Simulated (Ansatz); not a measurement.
Cost and result up the ladder for Ge(OH)H3 (GeOH₄) (6 atoms). Charge 0, multiplicity 1. Geometry: PBE-D4/def2-TZVP.

```xyz
6

Ge   -0.181    0.402   -0.053
O     0.187   -1.237    0.612
H     0.869   -1.681    0.083
H    -0.707    0.281   -1.509
H     1.096    1.286   -0.030
H    -1.264    0.948    0.897
```

Ansatz on 4 threads of Arm Neoverse V2 on a shared host. Times are rough, and most runs start from the orbitals of an earlier one. PBE0-D4/def2-TZVPD serves as the yardstick here, not as an exact answer. Differences are given only for rows in sets of like size (and for xTB, whose basis is part of the method), since another set adds its own error. Binding counts from free atoms at the same level (Ge triplet, O triplet, H doublet; other spins of the atoms weren't run), without zero-point energy or a counterpoise term.

HSE06 is defined as in plane-wave codes, on full-range PBE exchange. Correlated methods freeze 10 core orbitals; core or outer-core shells of Ge are correlated, in sets that lack core-valence functions.

Correlated methods converge slowly with the basis.

```json
{"level": "HF/STO-3G", "functions": "27", "wall time": "0.1 s"}
{"level": "PBE-D4/def2-SVP", "functions": "66", "wall time": "0.4 s"}
{"level": "PBE-D4/def2-TZVP", "functions": "103", "wall time": "0.45 s"}
{"level": "MP2/def2-TZVP", "functions": "103", "wall time": "0.45 s"}
{"level": "PBE0-D4/def2-SVP", "functions": "66", "wall time": "0.5 s"}
{"level": "BHLYP-D4/def2-TZVP", "functions": "103", "wall time": "0.55 s"}
{"level": "HSE06-D4/def2-TZVP", "functions": "103", "wall time": "0.6 s"}
{"level": "PBE-D4/def2-TZVPD", "functions": "130", "wall time": "0.7 s"}
{"level": "PBE0-D4/def2-TZVPD", "functions": "130", "wall time": "0.8 s"}
{"level": "PBE0-D4/def2-TZVP (with forces)", "functions": "103", "wall time": "0.85 s"}
{"level": "r2SCAN-D4/def2-TZVP", "functions": "103", "wall time": "1 s"}
{"level": "r2SCANh-D4/def2-TZVP", "functions": "103", "wall time": "1 s"}
{"level": "r2SCAN-D4/def2-TZVPD", "functions": "130", "wall time": "1.4 s"}
{"level": "CCSD(T)/def2-TZVPP", "functions": "135", "wall time": "6.5 s"}
```

Estimate what each level gives for the binding energy per atom (eV).


```tsv
level	binding energy per atom (eV)	difference from PBE0-D4/def2-TZVPD (eV)
HF/STO-3G	2.77	–
PBE-D4/def2-SVP	2.98	–
PBE-D4/def2-TZVP	3.00	0.05
MP2/def2-TZVP	2.91	-0.04
PBE0-D4/def2-SVP	2.93	–
BHLYP-D4/def2-TZVP	2.90	-0.05
HSE06-D4/def2-TZVP	2.95	-0.01
PBE-D4/def2-TZVPD	3.00	0.05
PBE0-D4/def2-TZVPD	2.95	0.00
PBE0-D4/def2-TZVP (with forces)	2.94	-0.01
r2SCAN-D4/def2-TZVP	3.00	0.05
r2SCANh-D4/def2-TZVP	2.98	0.03
r2SCAN-D4/def2-TZVPD	3.01	0.06
CCSD(T)/def2-TZVPP	2.98	0.03
```
